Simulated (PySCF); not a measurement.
**Pt: excitation energy**

Pt [Xe] 4f14 5d9 6s1 (3D) → Pt [Xe] 4f14 5d9 6p1 (high-spin determinant), as a difference of total energies. Computed with PySCF 2.14 in def2-TZVPPD with the def2 core potential (60 electrons) (6s5p3d2f1g, 59 functions), with scalar relativity through the core potential. Correlated levels: valence: 5s2 5p6 frozen. The calculations carry no spin-orbit coupling.

| method | excitation energy (eV) |
| --- | --- |
| UHF | 4.071 |
| MP2 (valence) | 4.834 |
| SCS-MP2 (valence) | 4.739 |
| CCSD (valence) | 4.605 |
| CCSD(T) (valence) | 4.573 |

Problem. How much does correlation contribute at CCSD(T) (valence)?

Solution. 4.573 − (4.071) = 0.502 eV, measured against UHF.

The determinant of the upper state mixes LS terms, which raises its energy above the lowest term, most at the Hartree-Fock and MP2 levels.
